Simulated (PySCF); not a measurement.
Hf(2+): excitation energy

Hf(2+) [Xe] 4f14 5d2 (3F) → Hf(2+) [Xe] 4f14 5d1 6p1 (high-spin determinant), as a difference of total energies. Calculation: PySCF 2.14, in def2-TZVPPD with the def2 core potential (60 electrons) (6s5p3d2f1g, 59 functions); a scalar-relativistic core potential. Correlated levels: valence: 5s2 5p6 frozen; valence and next inner shell: nothing frozen outside the core potential. The calculations carry no spin-orbit coupling.

```csv
method,excitation energy (eV)
UHF,5.810
LDA,5.698
PBE0,5.898
r2SCAN,5.957
wB97X-V,5.953
revPBE,5.776
PBEsol,5.756
CAM-B3LYP,5.909
MP2 (valence),5.816
SCS-MP2 (valence),5.812
MP2 (valence and next inner shell),5.769
SCS-MP2 (valence and next inner shell),5.800
```

Problem. How much does correlation contribute at MP2 (valence and next inner shell)?

Solution. 5.769 − (5.810) = -0.041 eV, measured against UHF.

The determinant of the upper state mixes LS terms, which raises its energy above the lowest term, most at the Hartree-Fock and MP2 levels.
